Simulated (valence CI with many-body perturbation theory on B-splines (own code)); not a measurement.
Values are calculated unless marked as measured or tabulated.
## Hyperfine factors and g values of Au74+

Level of theory: relativistic CI+MBPT: three valence electrons over a frozen Dirac-Fock core [He], a basis of 11 s, 11 p, 10 d, 8 f, 5 g, 2 h functions for each j, with the one-electron correlation potential Σ1 (screened to all orders), the two-electron term Σ2, the three-electron term Σ3, Breit, model QED; selected single and double excitations, second order for the rest, scaled by the run's own slope (own B-spline code, finite nucleus).

The last digits are not significant, and no measured levels were compared; by estimate large intervals hold to a few tenths of a per cent, small ones and those within an open d or f shell to about a per cent.

A/g_I is the dipole constant over the nuclear g factor μ/I (μ in nuclear magnetons, uniformly magnetised nucleus), B/Q the quadrupole constant per barn. Both hold the static response of the core; the bare values leave it out. Large factors of s and p1/2 electrons are usually good to 5 to 10 %; those of open d and f shells near neutrality can be off by tens of per cent, and small factors of p3/2, d and f electrons come from cancelling terms and can be off by a factor of two or in sign, in half-filled shells by more. B is blank for J = 1/2, where it vanishes, and for nearly pure S terms. Energies count from the lowest level.

Levels are named by their leading jj configuration (3d3/2^4 stands for four electrons in 3d with j = 3/2), which in mixed levels can hold well under half, so a name can repeat and another be missing. Letters in brackets count levels of one name in rising energy.

```
                     Level  E (eV)      g  A/g_I (MHz)  A/g_I bare  B/Q (MHz/b)  B/Q bare
        (2s^2 2p1/2) J=1/2       0  0.607     1.05e+07    1.05e+07                       
        (2s 2p1/2^2) J=1/2     305  2.003     3.15e+07    3.12e+07                       
        (2s^2 2p3/2) J=3/2    1977  1.292      1060000     1080000      2120000   2130000
(2s 2p1/2 2p3/2) J=3/2 [a]    2193  1.609      7400000     7360000      1670000   1670000
    (2s 2p1/2 2p3/2) J=5/2    2235  1.296      9070000     9020000      1890000   1900000
    (2s 2p1/2 2p3/2) J=1/2    2316  1.273    -1.22e+07   -1.21e+07                       
(2s 2p1/2 2p3/2) J=3/2 [b]    2317  0.969        15100       68000      1040000   1040000
     (2p1/2^2 2p3/2) J=3/2    2632  1.303       993000     1040000      2060000   2070000
        (2s 2p3/2^2) J=5/2    4188  1.412      7210000     7170000       223000    223000
        (2s 2p3/2^2) J=1/2    4308  1.916     3.18e+07    3.15e+07                       
        (2s 2p3/2^2) J=3/2    4308  1.162     -5110000    -5000000      -176000   -176000
     (2p1/2 2p3/2^2) J=3/2    4554  1.428      -904000     -838000        88300     88400
     (2p1/2 2p3/2^2) J=5/2    4577  1.155      2920000     2950000        -5670     -5670
     (2p1/2 2p3/2^2) J=1/2    4641  0.607     1.06e+07    1.05e+07                       
           (2p3/2^3) J=3/2    6578  1.282      1020000     1070000     -2160000  -2160000
           (2s^2 3s) J=1/2   12407  1.978      9410000     9340000                       
        (2s^2 3p1/2) J=1/2   12507  0.653      3200000     3190000                       
   (2s 2p1/2 3s) J=1/2 [a]   12611  2.346     1.82e+07    1.80e+07                       
       (2s 2p1/2 3s) J=3/2   12641  1.519     1.73e+07    1.71e+07      -134000   -135000
   (2s 2p1/2 3s) J=1/2 [b]   12676  0.681     1.63e+07    1.62e+07                       
(2s 2p1/2 3p1/2) J=1/2 [a]   12695  0.256     -1750000    -1700000                       
    (2s 2p1/2 3p1/2) J=3/2   12725  1.075     1.52e+07    1.51e+07      -130000   -130000
(2s 2p1/2 3p1/2) J=1/2 [b]   12777  1.895     3.21e+07    3.18e+07                       
        (2p1/2^2 3s) J=1/2   12974  1.977      9020000     8930000                       
     (2p1/2^2 3p1/2) J=1/2   13052  0.640      3180000     3170000                       
        (2s^2 3p3/2) J=3/2   13090  1.316       338000      346000       659000    659000
        (2s^2 3d3/2) J=3/2   13153  0.782       207000      207000       126000    127000
(2s 2p1/2 3p3/2) J=3/2 [a]   13293  1.383      1410000     1400000       649000    650000
        (2s^2 3d5/2) J=5/2   13303  1.203      1530000     1520000       227000    228000
    (2s 2p1/2 3p3/2) J=5/2   13331  1.286      7240000     7180000       446000    446000
(2s 2p1/2 3p3/2) J=3/2 [b]   13331  1.238      4810000     4780000       238000    238000
    (2s 2p1/2 3p3/2) J=1/2   13336  1.334    -1.35e+07   -1.33e+07                       
(2s 2p1/2 3d3/2) J=3/2 [a]   13343  0.573     -2640000    -2600000       127000    128000
    (2s 2p1/2 3d3/2) J=5/2   13377  0.993      8560000     8480000         2950      3610
(2s 2p1/2 3d3/2) J=3/2 [b]   13395  1.140      8530000     8440000       121000    121000
    (2s 2p1/2 3d3/2) J=1/2   13399  0.440    -1.38e+07   -1.37e+07                       
(2s 2p1/2 3d5/2) J=5/2 [a]   13507  1.295      1940000     1920000       141000    142000
    (2s 2p1/2 3d5/2) J=7/2   13539  1.214      6130000     6080000          439      1270
(2s 2p1/2 3d5/2) J=5/2 [b]   13551  1.075       692000      693000       224000    225000
    (2s 2p1/2 3d5/2) J=3/2   13552  1.125     -8050000    -7980000        77400     78000
```

(1) Take the isotope of mass number 197, with I = 3/2, μ = 0.1452 μN and Q = 0.547 b. What is the hyperfine structure of (2s 2p1/2 2p3/2) J=3/2 [a]?

## Answers

(1) From the table A = 717000 MHz, B = 912000 MHz. Shifts from the centre of gravity in MHz: F = 0: -1550000, F = 1: -1740000, F = 2: -1220000, F = 3: 1840000.
